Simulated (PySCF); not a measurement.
# Ni (nickel, neutral): LDA calculation

Configuration: [Ar] 3d9 4s1, high-spin 3D determinant (an excited configuration). Computed with PySCF 2.14 in x2c-QZVPPall, with scalar relativity by spin-free X2C-1e.

- Total energy: -1517.868 hartree
- One-electron energy: -2112.566 hartree
- Hartree (Coulomb) energy: 655.860 hartree
- Exchange-correlation energy: -61.162 hartree
- ⟨S²⟩: 2.0002
- ⟨L²⟩: 6.022
- Sum of ⟨r⟩: 21.02 bohr
- Sum of ⟨r²⟩: 32.16 bohr²
- Traceless quadrupole moment −½Σ⟨3z² − r²⟩ along its main axis: -0.607 e·bohr²
- Langevin diamagnetic susceptibility: -25.5 ×10⁻⁶ cm³/mol

```tsv
shell	electrons	mean orbital energy (eV)	spread (eV)	rms radius, mean of both spins (bohr)
1s α	1	-8182.2	0	0.0625
1s β	1	-8182.1	0	0.0625
2s α	1	-973.73	0	0.267
2s β	1	-973.18	0	0.267
2p α	3	-838.15	0.903	0.238
2p β	3	-837.72	0.550	0.238
3s α	1	-105.85	0	0.801
3s β	1	-104.77	0	0.801
3p α	3	-66.741	1.750	0.855
3p β	3	-65.680	0.850	0.855
3d α	5	-5.362	1.850	1.34
4s α	1	-5.121	0	3.12
3d β	4	-4.260	0.899	1.34
```

Densities and radii are taken from the X2C orbitals without a picture-change correction, which distorts them close to the nucleus.
